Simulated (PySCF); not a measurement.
# Simulated absorption spectrum

C3H12O2Si3.
Numbering: `[CH2:1]=[CH:2][CH2:3][SiH:4]([O:5][SiH3:6])[O:7][SiH3:8]` (hydrogens: H9, H10 on C1; H11 on C2; H12, H13 on C3; H14 on Si4; H15, H16, H17 on Si6; H18, H19, H20 on Si8)

Computed with PySCF, TDDFT B3LYP/def2-SVPD, vertical, gas phase, core orbitals frozen in the response. One conformer (not necessarily the lowest) at the PBE0-D3(BJ)/def2-SVP geometry, without solvent, vibrations or thermal averaging. Torsions of this conformer, `[CH2:1]=[CH:2][CH2:3][SiH:4]([O:5][SiH3:6])[O:7][SiH3:8]`: C1–C2–C3–Si4 -104°, C2–C3–Si4–O5 -59°, C3–Si4–O5–Si6 101°, C3–Si4–O7–Si8 -56°.

Broadening: Gaussians 0.4 eV wide at half height, area fixed by f = 4.319×10⁻⁹ ∫ε dν̃. The cross-section is σ = 3.8235×10⁻²¹ ε cm², given in Mb (10⁻¹⁸ cm²). The width is an assumption, not a result. The curve ends short of the highest state used, and states not computed would add to its high-energy end.

E (eV), σ (Mb) and a bar:
```
     5.39       0.02 
     5.45       0.07 
     5.51       0.19 
     5.58       0.57 
     5.64       1.26 #
     5.70       2.49 ##
     5.76       4.34 ###
     5.82       6.77 #####
     5.88       9.49 #######
     5.94      12.18 #########
     6.00      14.71 ###########
     6.06      17.32 #############
     6.12      20.49 ###############
     6.18      24.59 ##################
     6.24      29.46 ######################
     6.30      34.38 ##########################
     6.36      38.33 ############################
     6.42      40.41 ##############################
     6.48      40.04 ##############################
     6.55      36.37 ###########################
     6.61      30.95 #######################
     6.67      24.42 ##################
     6.73      18.00 #############
     6.79      12.81 #########
```

**Question.** Where are the band maxima, and which computed states make them?

**Answer.** 192 nm (6.44 eV), ε about 11000, made up of S2 (46%) and S3 (48%) (ε in L mol⁻¹ cm⁻¹; maxima over ε = 5, shares over 10%). The states used: S1 5.99 eV (f 0.042); S2 6.33 eV (f 0.090); S3 6.53 eV (f 0.087); S4 6.64 eV (f 0.018); S5 6.96 eV (f 0.0049); S6 7.10 eV (f 0.013); S7 7.18 eV (f 0.012); S8 7.21 eV (f 0.013); S9 7.27 eV (f 0.011); S10 7.39 eV (f 0.026).

**Question.** Coming from long wavelengths, where does ε first pass 100 L mol⁻¹ cm⁻¹?

**Answer.** At about 223 nm (5.55 eV), 0.44 eV below S1.

**Question.** What would ε be at 6.44 eV, the highest of these maxima, with half the width (0.2 eV)?

**Answer.** About 11600 L mol⁻¹ cm⁻¹ against 10600, a factor of about 1.1; a lone state at its own centre would give exactly 2.

**Question.** On this curve, what absorbance would a 10⁻⁵ mol/L sample give at 193 nm over a 1 cm path?

**Answer.** 193 nm is 6.424 eV, where ε is about 11000 L mol⁻¹ cm⁻¹, so A = ε c l ≈ 0.11 (Beer–Lambert, with the gas-phase spectrum and the assumed width).

All these states lie below the vertical ionisation energy of 8.98 eV (ΔSCF).

Hardware: Intel Xeon Platinum 8488C, one thread, shared host with 96 logical CPUs at a one-minute load of 32. Cost: 2.4 min, 1.1 GiB resident at most.
